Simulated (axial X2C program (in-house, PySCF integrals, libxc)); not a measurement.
**TiP⁺: from Re and ωe to a spectrum**

A bond curve at the PBE0 level, with spin–orbit coupling, was computed with an axial X2C code built on PySCF integrals (basis Ti dyall-cv3z [10s10p6d4f2g], P dyall-v3z [8s7p2d1f] (cores contracted in-house)) for the state Ω = 0 (closed shell). Its fit gives Re = 2.0255 Å, ωe = 611.8 cm⁻¹, ωexe = 1.57 cm⁻¹ and αe = 8.167e-04 cm⁻¹; the masses are 47.9479 and 30.9738 u. Two-component means X2C with spin–orbit coupling and atomic mean-field Coulomb and Gaunt terms.

Problem. Find the reduced mass, Be and the force constant.

Solution. From the PBE0 values: μ = 18.8177 u. Be = 16.8576/(μ Re²) = 0.2184 cm⁻¹. k = 5.8918×10⁻⁷ μ ωe² = 4.15 mdyn/Å.

Problem. Give B0, the J = 1←0 line in GHz and the most populated J at 300 K (kT = 208.5 cm⁻¹).

Solution. B0 = Be − αe/2 = 0.2179 cm⁻¹; 2B0 = 13.07 GHz; J(max) ≈ √(kT/2B0) − 1/2 = 21.4, so J = 21.

Problem. Estimate the centrifugal constant by the Kratzer relation.

Solution. D = 4Be³/ωe² = 1.11e-07 cm⁻¹.

Problem. A Morse curve ties αe to the other constants (Pekeris). How well does that hold?

Solution. αe(Morse) = 6Be²/ωe × (√(ωexe/Be) − 1) = 7.862e-04 cm⁻¹; the PBE0 curve gives 8.167e-04 cm⁻¹, a ratio of 0.96.

Problem. Where do the fundamental and the first overtone lie?

Solution. ν(1←0) = ωe − 2ωexe = 608.7 cm⁻¹; ν(2←0) = 2ωe − 6ωexe = 1214.2 cm⁻¹.

Occupations by symmetry block were frozen at the best pattern of an incomplete PBE0 search.
